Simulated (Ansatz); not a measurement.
C4H4F4, SMILES `FC1(F)CCC1(F)F`, relaxed with RKS PBE-D4/def2-SVP in Ansatz 0.2.0 from a rough embedded geometry. The force threshold is 0.03 eV/Å; the program also tests the step.

The species carries charge 0 and has multiplicity 1.

Start:

```xyz
12

F    -0.296   -1.774    1.312
C     0.299   -0.756    0.703
F     1.589   -0.794    1.081
C     0.063   -0.679   -0.879
C    -0.005    0.813   -0.735
C    -0.387    0.665    0.764
F     0.155    1.575    1.583
F    -1.718    0.683    0.959
H    -0.869   -1.175   -1.105
H     0.861   -1.147   -1.445
H     1.006    1.274   -0.859
H    -0.699    1.314   -1.379
```

Problem. By how much does the energy fall, and how many steps does the optimiser take? (Estimate.)

Solution. Ansatz gave: 29.09 kJ/mol, in 5 steps, 1 of them rejected.

Problem. Which bonds change most? (Best estimate.)

Solution. The calculation gave: C2–C4 from 1.602 to 1.540 Å; C4–C5 from 1.500 to 1.559 Å; C5–H12 from 1.071 to 1.105 Å; C4–H9 from 1.079 to 1.106 Å.

Problem. Give the relaxed structure. (Best estimate.)

Solution. The calculation gave: 
```xyz
12

F    -0.421   -1.733    1.352
C     0.249   -0.771    0.681
F     1.552   -0.787    1.084
C     0.107   -0.724   -0.852
C    -0.015    0.828   -0.758
C    -0.331    0.679    0.741
F     0.250    1.542    1.603
F    -1.671    0.651    0.992
H    -0.838   -1.206   -1.166
H     0.959   -1.140   -1.419
H     0.956    1.340   -0.897
H    -0.799    1.322   -1.361
```
